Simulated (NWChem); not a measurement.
Species: ZnH cation; SMILES [ZnH+]

```xyz
2

Zn     0.0000     0.0000     0.0628
H      0.0000     0.0000    -1.4713
```
Atoms are numbered in this order, from 1.

Level: PBE0/def2-SVP (NWChem), optimised geometry, unscaled harmonic frequencies. 

Task: List the harmonic frequencies with IR intensities, and the thermochemistry.

Result: 
```json
[
 {"frequency (cm⁻¹)": "1875", "IR intensity (km/mol)": "67.3"}
]
```

```
Quantity                                                                           Result
-----------------------------------------------------------------------  ----------------
zero-point energy                                                            2.7 kcal/mol
thermal correction to the enthalpy at 298.15 K (with zero-point energy)      4.8 kcal/mol
heat capacity Cv                                                          5.0 cal/(mol K)
entropy at 298.15 K and 1 atm (symmetry number 1)                        47.1 cal/(mol K)
```

Rigid rotor and harmonic oscillator.
